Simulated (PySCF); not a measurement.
Compound: C2H7BGeO3.
Geometry (PBE0-D3(BJ)/def2-SVP, Å), atoms numbered from 1 in this order:
```xyz
14
C2H7BGeO3 angstrom
Ge     2.8452    0.0236    0.3661
O      1.3903    1.0800    0.3546
B      0.1339    0.6013    0.3189
O     -0.9820    1.3945    0.3256
C     -2.1180    0.5591    0.2801
C     -1.5668   -0.8875    0.2453
O     -0.1620   -0.7439    0.2722
H      2.8722   -0.7964   -0.9326
H      4.0187    1.0085    0.4356
H      2.7913   -0.8796    1.6076
H     -2.7501    0.7420    1.1648
H     -2.7191    0.7966   -0.6130
H     -1.8678   -1.4289   -0.6666
H     -1.8964   -1.4828    1.1126
```

The calculation used core-valence-separated Tamm–Dancoff BHandHLYP/aug-pcX-1 (pcseg-1 on H, def2-SVPD on Ge) in PySCF, non-relativistic, gas phase, PBE0-D3(BJ)/def2-SVP geometry. No shift to experiment was applied.

The lowest roots of each edge with f over 0.003 (five at most, numbered afresh; weaker and dark ones are left out), with transition dipoles (au) in the frame of the coordinates:

| root | edge | E (eV) | μx | μy | μz |
| --- | --- | --- | --- | --- | --- |
| 1 | C | 286.68 | -0.0406 | -0.0194 | -0.0012 |
| 2 | C | 286.71 | 0.0785 | 0.0268 | 0.0021 |
| 3 | C | 287.21 | 0.0067 | -0.0512 | -0.0016 |
| 4 | C | 287.23 | -0.0291 | 0.0192 | 0.0001 |
| 5 | C | 287.51 | -0.0016 | -0.0029 | 0.0961 |
| 6 | O | 531.69 | 0.0280 | -0.0280 | 0.0001 |
| 7 | O | 533.18 | 0.0208 | 0.0185 | 0.0010 |
| 8 | O | 533.23 | 0.0248 | 0.0025 | 0.0005 |
| 9 | O | 533.42 | 0.0151 | -0.0133 | -0.0010 |
| 10 | O | 533.50 | 0.0005 | 0.0015 | -0.0418 |
| 11 | B | 190.71 | 0.0024 | 0.0046 | -0.1443 |
| 12 | B | 193.30 | -0.0006 | -0.0012 | 0.0325 |

Question: What are the oscillator strengths?

Answer: f = (2/3) ΔE |μ|², with ΔE in hartree (27.2114 eV):

```tsv
root	ΔE (Eh)	|μ|² (au)	f	core hole on
1	10.5353	0.002026	0.014	C5/C6
2	10.5363	0.006885	0.048	C5/C6
3	10.5547	0.002669	0.019	C5/C6
4	10.5555	0.001215	0.009	C5/C6
5	10.5657	0.009246	0.065	C5 + C6
6	19.5392	0.001568	0.020	O2
7	19.5942	0.000776	0.010	O4
8	19.5959	0.000622	0.008	O7
9	19.6030	0.000406	0.005	O2
10	19.6057	0.001750	0.023	O2
11	7.0084	0.020849	0.097	B3
12	7.1036	0.001058	0.005	B3
```

Question: Molecules are fixed in this frame and the field points along (0, 1, 1)/√2. What effective strengths 3 f cos²θ do the roots have (θ between field and μ)?

Answer: root 1 (C5/C6): 0.004, root 2 (C5/C6): 0.009, root 3 (C5/C6): 0.029, root 4 (C5/C6): 0.004, root 5 (C5 + C6): 0.092, root 6 (O2): 0.015, root 7 (O4): 0.007, root 8 (O7): 0.000, root 9 (O2): 0.004, root 10 (O2): 0.032, root 11 (B3): 0.137, root 12 (B3): 0.007. Root 11 is the strongest. Averaged over all orientations cos²θ is 1/3, which gives f back.

 Relativistic effects, spin–orbit coupling among them, are left out although an element past zinc is present.

One conformer stands for the species.
